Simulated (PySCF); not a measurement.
## `CC/C(F)=P/CC(F)(F)F`: 4 charge schemes on one density

Compound: C5H7F4P.
Geometry (GFN2-xTB, Å), atoms numbered from 1 in this order:
```xyz
17
C5H7F4P angstrom
C      2.6237   -0.0398   -0.6670
C      1.9786   -0.7717    0.4977
C      0.6085   -0.2713    0.7921
F      0.0352   -0.9006    1.8443
P     -0.1762    0.9579   -0.0498
C     -1.8172    0.9767    0.8766
C     -2.7945    0.1038    0.1302
F     -2.3700   -1.1613    0.0093
F     -3.9966    0.0487    0.7253
F     -3.0091    0.5491   -1.1189
H      2.0233   -0.1569   -1.5672
H      2.7075    1.0230   -0.4481
H      3.6180   -0.4352   -0.8578
H      2.5892   -0.6688    1.4019
H      1.9129   -1.8445    0.2847
H     -2.2178    1.9931    0.8869
H     -1.7225    0.6099    1.8995
```

Density: PBE0/pcSseg-1 (PySCF); schemes: Mulliken, IAO, Hirshfeld and ESP-fitted. Geometry: GFN2-xTB, one conformer, isolated molecule.

Problem. For which atoms does the sign change between the 4 schemes (beyond +0.03 e in one, beyond −0.03 e in another)?

Solution. P5. Atomic charges aren't observables, and each scheme defines them in its own way.

Problem. Which atoms carry the lowest charge in the Mulliken, IAO, Hirshfeld and ESP-fitted schemes?

Solution. The schemes don't all agree: Mulliken C6 (-0.510); IAO C6 (-0.484); Hirshfeld C6 (-0.148); ESP-fitted C1 (-0.232).

Problem. At which atom do the 4 schemes differ most?

Solution. At C7: from +0.252 (Hirshfeld) to +0.809 e (IAO), 0.557 e apart.

Problem. Tabulate the Mulliken, IAO, Hirshfeld and ESP-fitted charges.

Solution. In e:

```
atom                     environment  Mulliken     IAO  Hirshfeld  ESP-fitted
  C1                   methyl carbon    -0.319  -0.423     -0.116      -0.232
  C2                chain CH2 carbon    -0.234  -0.273     -0.074      -0.042
  C3     carbon bonded to C, F and P    +0.001  +0.079     +0.052      +0.198
  F4            fluorine bonded to C    -0.264  -0.256     -0.063      -0.168
  P5        phosphorus bonded to 2 C    +0.273  +0.265     +0.062      -0.194
  C6  sp3 carbon bound to phosphorus    -0.510  -0.484     -0.148      -0.154
  C7                      CF3 carbon    +0.779  +0.809     +0.252      +0.509
  F8         fluorine of a CF3 group    -0.265  -0.284     -0.096      -0.168
  F9         fluorine of a CF3 group    -0.269  -0.284     -0.101      -0.213
 F10         fluorine of a CF3 group    -0.272  -0.288     -0.100      -0.173
 H11                 methyl hydrogen    +0.140  +0.152     +0.039      +0.073
 H12                 methyl hydrogen    +0.136  +0.150     +0.038      +0.070
 H13                 methyl hydrogen    +0.132  +0.152     +0.050      +0.089
 H14              methylene hydrogen    +0.154  +0.162     +0.053      +0.075
 H15              methylene hydrogen    +0.158  +0.165     +0.055      +0.080
 H16              methylene hydrogen    +0.176  +0.178     +0.053      +0.145
 H17              methylene hydrogen    +0.184  +0.181     +0.044      +0.104
```

Mean size of the charges over all atoms: IAO 0.270 e, Mulliken 0.251 e, ESP-fitted 0.158 e, Hirshfeld 0.082 e. Each set sums to the total charge, 0, to within 0.001 e. The IAO scheme counts the electrons in orthogonalised intrinsic atomic orbitals, a minimal basis polarised so that it spans the occupied orbitals exactly. The ESP scheme is a least-squares fit of atom-centred charges to the potential on four shells outside the van der Waals surface, with the total charge fixed.

Problem. Sum the charges by element, for elements with more than one atom.

Solution. 
```csv
element,atoms,Mulliken,IAO,Hirshfeld,ESP-fitted
C,5,-0.282,-0.292,-0.035,+0.280
F,4,-1.070,-1.113,-0.360,-0.722
H,7,+1.079,+1.139,+0.332,+0.637
```

Problem. How closely do the schemes follow one another over all atoms?

Solution. Correlation coefficient and root-mean-square difference: Mulliken with IAO 0.99, 0.036 e; IAO with Hirshfeld 0.99, 0.221 e; Mulliken with Hirshfeld 0.98, 0.207 e; Hirshfeld with ESP-fitted 0.88, 0.113 e; IAO with ESP-fitted 0.85, 0.187 e; Mulliken with ESP-fitted 0.82, 0.182 e.

These values come from a run that also computed NMR shieldings. Time: 43 s. Hardware: one thread of an Arm Neoverse V1, on a shared host.
